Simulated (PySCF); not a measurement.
The potential of point charges around `O=C([O-])C#CC(F)=C(F)F`

Species: `O=C([O-])C#CC(F)=C(F)F`, charge -1. Coordinates (GFN2-xTB, Å) and charges (e) from the PBE0/pcSseg-1 density (PySCF):

| atom | x | y | z | Mulliken | IAO | Hirshfeld | ESP-fitted |
| --- | --- | --- | --- | --- | --- | --- | --- |
| O1 | 2.740 | 1.338 | 0.695 | -0.5139 | -0.5884 | -0.3897 | -0.6854 |
| C2 | 2.761 | 0.471 | -0.183 | +0.4056 | +0.5205 | +0.1189 | +0.8495 |
| O3 | 3.632 | 0.037 | -0.917 | -0.5301 | -0.5996 | -0.4072 | -0.7183 |
| C4 | 1.337 | -0.115 | -0.282 | -0.2054 | -0.0405 | -0.0483 | -0.2069 |
| C5 | 0.148 | -0.266 | -0.083 | +0.0556 | -0.1676 | -0.1366 | -0.1136 |
| C6 | -1.205 | -0.557 | 0.133 | +0.0938 | +0.1957 | +0.0362 | +0.0638 |
| F7 | -1.505 | -1.499 | 1.070 | -0.2854 | -0.2783 | -0.1056 | -0.1499 |
| C8 | -2.238 | -0.011 | -0.518 | +0.5017 | +0.4671 | +0.1169 | +0.2667 |
| F9 | -3.533 | -0.312 | -0.319 | -0.2735 | -0.2603 | -0.1015 | -0.1621 |
| F10 | -2.129 | 0.920 | -1.471 | -0.2485 | -0.2485 | -0.0829 | -0.1437 |

Points outside the species (Å): A (-3.6, 3.2, -0.9); B (4.7, -1.6, 2.5); C (2.9, -0.9, 5.9).

**Question.** Find the potential V = 14.3996 V·Å × Σ q/r of each set of charges at these points.

**Answer.** In volts:

```
point  nearest atom  distance (Å)  Mulliken     IAO  Hirshfeld  ESP-fitted
    A           F10          2.77    -2.345  -2.365     -2.342      -2.317
    B            C2          3.90    -3.183  -3.163     -3.231      -3.147
    C            O1          5.67    -2.206  -2.207     -2.217      -2.208
```

**Question.** How far are the other sets from the ESP-fitted one at these points?

**Answer.** Root-mean-square difference: Mulliken 0.026 V, IAO 0.029 V, Hirshfeld 0.051 V. The ESP scheme fits charges at the nuclei, held to the total charge, to the electrostatic potential on points at 1.4 to 2.0 times the van der Waals radii.

**Question.** What energy would a point charge of +2 e have at B in the field of the ESP charges, leaving out polarisation?

**Answer.** -6.294 eV = -607.2 kJ/mol, an attraction. The total charge alone, placed at the mean of the coordinates, would give -5.102 eV.

Geometry: GFN2-xTB, one conformer, isolated ion. The pcSseg-1 basis has no diffuse functions, a weakness for an anion.

The run behind these numbers computed NMR shieldings as well. On an Arm Neoverse V1 with one thread, no GPU, shared host, this took 19 s of wall time.

The values belong to the conformer `[O:1]=[C:2]([O-:3])[C:4]#[C:5][C:6]([F:7])=[C:8]([F:9])[F:10]`: O1–C2–C4–C5 5°.
